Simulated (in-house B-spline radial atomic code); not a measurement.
Radial electron density of Be⁺, [He] 2s1. Level of theory: scalar-relativistic (X2C) B3LYP, spin-polarised, spherical fractional occupations, Fermi nucleus of rms radius 2.519 fm; calculated with an all-electron radial atomic-structure program (B-spline basis).

Columns: r (bohr), 4πr²n(r) (electrons per bohr), bar.

```
   0.015  0.08962 #
  0.0175   0.1194 #
  0.0205   0.1598 ##
  0.0239   0.2112 ##
   0.028   0.2803 ###
  0.0327   0.3679 ####
  0.0383   0.4822 #####
  0.0448    0.626 #######
  0.0524   0.8056 #########
  0.0612    1.024 ###########
  0.0716     1.29 ##############
  0.0838    1.603 ##################
   0.098    1.959 ######################
   0.115    2.359 ##########################
   0.134     2.76 ###############################
   0.157    3.166 ###################################
   0.183    3.515 #######################################
   0.214    3.787 ##########################################
   0.251    3.927 ############################################
   0.293    3.894 ############################################
   0.343    3.669 #########################################
   0.401    3.262 #####################################
   0.469     2.71 ##############################
   0.548    2.092 #######################
   0.641    1.486 #################
    0.75   0.9791 ###########
   0.877   0.6292 #######
    1.03   0.4429 #####
     1.2   0.3998 ####
     1.4   0.4334 #####
    1.64   0.4819 #####
    1.92   0.4912 ######
    2.24   0.4414 #####
    2.63   0.3385 ####
    3.07   0.2218 ##
    3.59   0.1201 #
     4.2   0.0526 #
    4.91  0.01822 
    5.74 0.004816 
    6.72 0.0009156 
    7.86 0.0001221
```

On this grid the curve has 2 maxima, near 0.251, 1.92 bohr.

The 1s down radial function P(r) = rR(r), positive near the nucleus:

```csv
r (bohr),P
0.005,0.07274
0.00684,0.0986
0.00935,0.1332
0.0128,0.1796
0.0175,0.2407
0.0239,0.3201
0.0327,0.4225
0.0448,0.5512
0.0612,0.705
0.0838,0.8823
0.115,1.071
0.157,1.241
0.214,1.359
0.293,1.381
0.401,1.27
0.548,1.023
0.75,0.69
1.03,0.3652
1.4,0.1449
1.92,0.03614
2.63,0.005025
```
